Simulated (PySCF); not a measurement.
# Predicted spectroscopic data

[PySCF 2.14.0 with density-fitted response routines: shielding tensors at PBE0/pcSseg-1 (GIAO); coordinates at the GFN2-xTB level; J: B3LYP/pcJ-1 (spin–dipole term left out of most H,H and C,H couplings); non-relativistic; one computed conformer; no solvent; rapidly exchanging positions averaged]

Scale: $^{1}$H (σ = 31.72 ppm), $^{13}$C (σ = 186.93 ppm) vs TMS (reference shieldings calculated alike). Multiplet labels drop J under 1 Hz and among equivalent protons, and merge close values. Unscaled 3J(H,H) run several per cent high. Shifts are as computed. Against solution values, carbons near 30 ppm lie about +3 ppm off and those near 130 ppm about +5 ppm. Of 1211 compounds with measured shifts, 218 miss one by over three times the rms of a fit or turn the order of signals round; such compounds aren't used in these exercises.

**1.** `C/C=C\C`, C$_{4}$H$_{8}$. $^{1}$H NMR (600 MHz, computed): δ 5.73 (m, 2H), 1.80 (m, 6H). $^{13}$C{$^{1}$H} NMR (computed): δ 131.8 (CH), 15.4 (CH3).

**2.** `N#Cc1ccccc1`, C$_{7}$H$_{5}$N. $^{1}$H NMR (600 MHz, computed): δ 8.00 (m, 2H), 7.84 (m, 1H), 7.78 (m, 2H). $^{13}$C{$^{1}$H} NMR (computed): δ 140.0, 137.7, 134.5, 124.5, 117.8.
